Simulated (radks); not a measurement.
The numbers below are computed, except where a source is named.
Problem. Species: Fe IV. Configuration: [Ar] 3d5 (the NIST ground configuration). Code: a radial shooting solver on a logarithmic mesh with Libxc functionals. Model: scalar-relativistic Kohn-Sham, SCAN, spin-unpolarised, spherical densities, finite nucleus; meta-GGA in the generalised Kohn-Sham scheme; Fermi nuclear charge, rms radius 3.7377 fm. Some entries of the table are withheld. Estimate them.

orbital  occ.  eigenvalue (eV)  <r> (bohr)  r(max) (bohr)
1s          2        -7061.759         (1)        0.03827
2s          2              (2)         (3)         0.2220
2p          6        -743.4243      0.2353         0.1799
3s          2        -134.6379         (4)         0.6990
3p          6         -98.9363         (5)         0.7111
3d          5         -43.0631      0.9871         0.6983

Solution. 
(1) 1s <r> (bohr): 0.05847
(2) 2s eigenvalue (eV): -867.6944
(3) 2s <r> (bohr): 0.2663
(4) 3s <r> (bohr): 0.8037
(5) 3p <r> (bohr): 0.8446
